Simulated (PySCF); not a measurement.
## Ionisation energy of Sn(25+) by level of theory

Sn(25+) [Ar] 3d7 [3d3/2^4 3d5/2^3, M_J = 9/2] → Sn(26+) [Ar] 3d6 [3d3/2^4 3d5/2^2, M_J = 4], as a difference of total energies. All numbers are calculated (PySCF 2.14, the two-component X2C-1e Hamiltonian, in an even-tempered Gaussian basis (17 s from 3.5 bohr⁻², ratio 2.8; 12 p from 4.5 bohr⁻², ratio 2.8; 8 d from 4.5 bohr⁻², ratio 2.8; 3 f from 18 bohr⁻², ratio 3)). Correlated levels: [Ne] frozen; the 76 highest virtual spinors dropped. "Screened" scales the spin-orbit matrix elements by Boettger's factors to mimic the two-electron term; Breit and QED terms are absent.

```tsv
method	ionisation energy (eV)
GHF (spin-free)	1346.7
GMP2 (spin-free)	1347.8
GHF (screened spin-orbit)	1347.4
GMP2 (screened spin-orbit)	1348.3
```

Breit and QED terms and the two-electron picture change are absent.

The spin-free rows relax to the high-spin LS determinant and lack the spin-orbit shift.

The labels give the starting determinants; with spin-orbit coupling the two ends relaxed to ⟨J²⟩ = 24.75, ⟨L²⟩ = 13.61, ⟨S²⟩ = 3.20 and ⟨J²⟩ = 20.03, ⟨L²⟩ = 7.57, ⟨S²⟩ = 5.08.

For comparison: 1347 ± 4 eV (theoretical estimate listed by NIST; NIST Atomic Spectra Database, ionization energies).
